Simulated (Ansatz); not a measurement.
Species: H5ClSi2, SMILES `[SiH3][SiH2]Cl` (charge 0, multiplicity 1).

Q: Give a relaxed geometry from B3LYP-D3(BJ)/def2-TZVP (Ansatz, a program for electronic structure).

A: the end point of this relaxation (outside a Z-matrix the atoms follow the SMILES, hydrogens last).
Cartesian coordinates (Å) in one orientation:
```xyz
8

Si     1.203    -0.071     0.085
Si    -1.138    -0.012     0.053
Cl    -1.754     1.013    -1.647
H      1.665    -0.800     1.293
H      1.701    -0.766    -1.125
H      1.736     1.311     0.115
H     -1.724    -1.370    -0.005
H     -1.689     0.697     1.229
```
